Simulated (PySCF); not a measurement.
## Stretching BaO

Set-up: PySCF, spin-free X2C with a Gaussian nucleus, basis sets Ba x2c-TZVPall, O x2c-TZVPall. Energies in eV from Ba + O in their ground configurations at the same level. All curves are PBE0. state 1: ¹Σ⁺ (singlet), closed shell; state 2: ³Σ⁺ (triplet), unpaired electrons σ ↑↑, a second solution, started from another occupation; state 3: ³Π (triplet), unpaired electrons σ ↑, π ↑, a second solution, started from another occupation; state 4: Ms = 0 determinant of mixed spin (⟨S²⟩ near 1.0), unpaired electrons σ ↓, π ↑, a second solution, started from another occupation.

```csv
R (Å),state 1,state 2,state 3,state 4
1.658,-4.304,-1.406,0.994,1.020
1.735,-5.051,-2.306,-0.480,-0.458
1.812,-5.469,-2.930,-1.578,-1.561
1.870,-5.619,-3.260,-2.204,-2.189
1.928,-5.662,-3.494,-2.688,-2.676
1.986,-5.618,-3.649,-3.055,-3.045
2.063,-5.457,-3.757,-3.395,-3.387
2.159,-5.138,-3.768,-3.630,-3.625
2.275,-4.645,-3.654,-3.714,-3.710
2.429,-3.898,-3.371,-3.608,-3.605
```

Put a parabola through the three lowest points of the state 1 curve and estimate Re, k and ωe (reduced mass 14.33 u; 1 eV/Å² = 0.16022 mdyn/Å; ωe = 1302.8·√(k/μ) cm⁻¹).

Through R = 1.87, 1.928, 1.986 Å the second-order coefficient is 12.9 eV/Å², so Re ≈ 1.928 Å, k ≈ 4.14 mdyn/Å and ωe ≈ 701 cm⁻¹. A polynomial fit of higher order to the unrounded PBE0 energies gives Re = 1.925 Å, k = 4.13 mdyn/Å, ωe = 700 cm⁻¹; anharmonicity and rounding make the difference.

The higher-order fit for each curve: state 1: Re = 1.925 Å, ωe = 700 cm⁻¹, De = 5.66 eV; state 2: Re = 2.119 Å, ωe = 482 cm⁻¹, minimum 3.78 eV below the ground-state fragments; state 3: Re = 2.275 Å, ωe = 452 cm⁻¹, minimum 3.71 eV below the ground-state fragments; state 4: Re = 2.276 Å, ωe = 453 cm⁻¹, minimum 3.71 eV below the ground-state fragments.

These are scalar-relativistic numbers at best; spin–orbit coupling would shift them, the dissociation energy most. Counting both spins, an empty level lies below a filled one in some of these solutions, because spin and occupation are held.
